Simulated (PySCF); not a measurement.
# Bi³⁺ (bismuth, charge +3) across methods

[Xe] 4f14 5d10 6s2, closed-shell 1S. Computed with PySCF 2.14 in def2-QZVPPD with the def2 core potential (60 electrons) (8s6p5d4f1g, 88 functions), with a scalar-relativistic core potential.

```csv
method,E (hartree),mean ε 5p (eV),mean ε 5d (eV),mean ε 6s (eV),Σ⟨r²⟩ (bohr²),⟨S²⟩
PBE0,-212.8500,-129.98,-57.253,-40.936,34.13,0.000
LC-wPBE,-212.8748,-130.97,-59.807,-43.692,34.07,0.000
PBE,-212.8753,-124.94,-54.744,-39.921,34.16,0.000
PW91,-212.9513,-125.05,-54.824,-40.025,34.15,0.000
TPSS,-212.7904,-125.47,-54.806,-39.750,34.15,0.000
LDA,-212.5390,-124.83,-54.834,-40.404,34.23,0.000
UHF,-211.88326,-143.92,-63.551,-42.876,34.32,0.000
wB97M-V,-212.7893,-132.68,-59.782,-43.135,34.17,0.000
r2SCAN,-212.9394,-127.54,-55.567,-40.072,34.05,0.000
```

Energies and moments cover only the electrons outside the core potential. Spin-orbit coupling, which splits the p, d and f shells strongly at this Z, is absent.
